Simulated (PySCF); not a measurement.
A structure optimised at PBE0-D3(BJ)/def2-SVP, used in a PySCF frequency run:

```
C
N 1 1.2931
C 2 1.4756 1 91.26
H 3 1.1022 2 112.70 1 118.50
H 3 1.1022 4 108.34 2 -125.41
C 1 1.5113 2 98.36 3 0.00
H 6 1.1016 1 115.99 2 115.21
H 6 1.1016 7 108.84 1 -132.96
Si 1 1.8880 2 126.30 3 180.00
H 9 1.4894 1 109.57 2 0.00
H 9 1.4953 10 110.28 1 120.41
H 9 1.4953 10 110.28 11 119.17
```
Charge 0, spin multiplicity 1.

Q: Write its SMILES, formula and point group.

A: [SiH3]C1=NCC1, C₃H₇NSi, Cs

Q: What are its rotational constants (standard atomic weights)?

A: 11.356, 2.4275, 2.1028 GHz
